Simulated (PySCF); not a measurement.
SMILES C([SiH2]C(F)(F)F)C, GFN2-xTB optimised geometry.

```
14

C      1.63    -1.70     0.00
C      1.04    -0.30     0.00
Si    -0.86    -0.30     0.00
C     -1.38     1.58     0.00
F     -2.72     1.74    -0.02
F     -0.91     2.26    -1.07
F     -0.94     2.25     1.09
H      2.72    -1.66     0.00
H      1.31    -2.26    -0.88
H      1.31    -2.26     0.88
H      1.41     0.25     0.87
H      1.41     0.25    -0.87
H     -1.46    -0.84    -1.22
H     -1.46    -0.84     1.22
```

Density from PySCF with PBE0/def2-TZVP at that geometry.

Minimum of the electron density along straight lines between bonded atoms, close to the bond critical point (lines longer than 1.1 times the sum of covalent radii, or with two minima, are not listed):

```csv
bond,length / Å,ρ at the minimum / e bohr⁻³,∇²ρ there / e bohr⁻⁵,position (fraction from the first atom)
C1–C2,1.527,0.240,-0.58,0.50
C2–Si3,1.895,0.120,0.15,0.61
Si3–C4,1.948,0.111,0.18,0.38
C4–F5,1.348,0.276,-0.40,0.34
C4–F6,1.350,0.275,-0.40,0.34
C4–F7,1.350,0.275,-0.40,0.34
C1–H8,1.088,0.280,-0.96,0.64
C1–H9,1.087,0.280,-0.96,0.64
C1–H10,1.087,0.280,-0.96,0.64
C2–H11,1.094,0.274,-0.92,0.64
C2–H12,1.094,0.274,-0.92,0.64
Si3–H13,1.463,0.126,0.19,0.49
Si3–H14,1.463,0.126,0.19,0.49
```
